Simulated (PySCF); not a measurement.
This PySCF input asks for the NMR shieldings of SMILES COc1cccs1, C5H6OS; the geometry comes from GFN2-xTB.

```python
import basis_set_exchange as bse
import numpy as np
from pyscf import gto, dft
from pyscf.prop import nmr

atoms = """
C     2.414973    0.242468    0.202674
O     1.446757   -0.389922   -0.599529
C     0.158605   -0.195699   -0.264170
C    -0.915369   -0.709433   -0.925968
C    -2.143203   -0.324595   -0.340675
C    -1.993637    0.466586    0.747013
S    -0.331477    0.771318    1.098725
H     2.273244    1.328468    0.207774
H     2.371721   -0.122901    1.234225
H     3.380113   -0.002800   -0.235981
H    -0.822656   -1.333991   -1.793994
H    -3.100085   -0.629336   -0.724656
H    -2.743373    0.900324    1.376834
"""
names = dict.fromkeys(["C", "O", "S", "H"], "pcSseg-1")
basis = {el: gto.basis.parse(bse.get_basis(n, elements=[el], fmt="nwchem")) for el, n in names.items()}
mol = gto.M(atom=atoms, basis=basis, charge=0, verbose=0)
mf = dft.RKS(mol, xc="PBE0")
mf.grids.level = 2
mf.grids.alignment = dft.numint.BLKSIZE   # the property module wants whole blocks of grid points
mf.conv_tol = 1e-9
mf.kernel()

calc = nmr.RKS(mf)   # GIAO
C = mf.mo_coeff
Co = C[:, mf.mo_occ > 0]
resp = mf.gen_response(singlet=True, hermi=2)
def vind(x):   # induced exchange potential for any number of trial vectors
    d = np.einsum("pi,xij,qj->xpq", C, 2 * x.reshape(-1, C.shape[1], Co.shape[1]), Co, optimize=True)
    return np.einsum("xpq,pi,qj->xij", resp(d - d.transpose(0, 2, 1)), C, Co, optimize=True).ravel()
mo1, _ = nmr.rhf.solve_mo1(calc, with_cphf=vind)
sigma = calc.kernel(mo1)
for i, s in enumerate(sigma):   # ppm
    print("%2d %-2s %9.2f" % (i, mol.atom_pure_symbol(i), np.trace(s) / 3))
```

Problem. What are the results?

Solution. 
```
 0 C     126.52
 1 O     230.90
 2 C      11.31
 3 C      79.06
 4 C      56.13
 5 C      70.87
 6 S     332.29
 7 H      27.97
 8 H      27.94
 9 H      27.41
10 H      25.28
11 H      24.71
12 H      25.39
```

These numbers come from an equivalent density-fitted implementation of the same equations, which agrees with the script to about 0.01 ppm for H and up to a few tenths of a ppm for heavy atoms, so last digits may differ.

Problem. Turn these shieldings into chemical shifts. Chemical shifts δ = σref − σ; TMS for $^{13}$C (σref 186.93) and $^{1}$H (σref 31.72); H2O for $^{17}$O (σref 336.08); $^{33}$S (σref 503.73) vs CS2, all at this level.

Solution. Averaging equivalent atoms: C 2: 175.6; C 4: 130.8; C 5: 116.1; C 3: 107.9; C 0: 60.4; O 1: 105.2; S 6: 171; H 11: 7.01; H 10: 6.44; H 12: 6.33; H 7/8/9: 3.94 ppm. Experimental scales use liquid or dissolved standards, which lie at an offset from isolated H2O (liquid H2O: subtract about 36 ppm).

Size and cost of the density-fitted run: 156 basis functions, 13 s wall time on 1 thread of an x86-64 server CPU, shared host.
